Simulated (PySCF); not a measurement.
SSn, SMILES [S]=[Sn] (connectivity only; charge and spin as stated), neutral, multiplicity 1.

Geometry optimised at PBE-D3(BJ)/def2-TZVP. The def2 effective core potentials stand for the cores of Sn; spin–orbit coupling is left out.

Two levels are set side by side: PBE/def2-TZVPD (PySCF) and ωB97X/def2-TZVPD (PySCF). Same geometry, gas phase. Differences are taken from unrounded values.

| quantity | ωB97X |
|---|---|
| orbital gap (eV) | 8.62 |
| highest occupied level (eV) | -9.45 |
| lowest empty level (eV) | -0.83 |
| dipole moment (D) | 3.93 |
| mean polarisability (bohr³) | 64.5 |

**Question.** What does PBE give, and how far is it from ωB97X? (The exact figures need the calculation; the answer reports its results.)

**Answer.** 
```csv
quantity,PBE,PBE minus ωB97X
orbital gap (eV),3.09,-5.53
highest occupied level (eV),-6.32,3.13
lowest empty level (eV),-3.23,-2.40
dipole moment (D),3.26,-0.67
mean polarisability (bohr³),66.8,2.3
```

Without exact exchange PBE keeps part of each electron's self-repulsion, which lifts occupied levels and narrows the gap. PBE's more diffuse valence density responds more strongly to a field. Differences between two approximate levels are no errors against the true value.

Rough cost on one machine, each run with all the roots and properties that it gave: ωB97X against PBE within a factor of 2.
